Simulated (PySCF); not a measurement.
Species: (KF)2 ring, K2F2.
Bonds: K1–F2, K1–F4, F2–K3, K3–F4.

Computed, not measured: PBE0-D3(BJ)/def2-SVP geometry optimisation, gas phase in PySCF.

(1) What internal coordinates does the optimisation give?

## Answers

(1) 
| bond | length (pm) |
| --- | --- |
| K1–F2 and 3 like bonds | 233.6 |

Bonds in one row agree within 1 pm and their mean is given. A selection of angles:
| angle | degrees |
| --- | --- |
| F2–K1–F4 | 83.9 |
| K1–F2–K3 | 96.2 |

Torsions: F4–K1–F2–K3 0° (synperiplanar); F2–K1–F4–K3 0° (synperiplanar); K1–F2–K3–F4 0° (synperiplanar); F2–K3–F4–K1 0° (synperiplanar).

All 4 F–K bonds measure 2.334 to 2.338 Å. The 4 heavy atoms lie in one plane (0.000 Å rms). F2 (fluorine bonded to 2 K) is bent (angle 96.2°).

Point group: D2h (tolerance 0.08 Å). PBE0-D3(BJ)/def2-SVP frequencies: not computed here. One conformer, not necessarily the lowest.
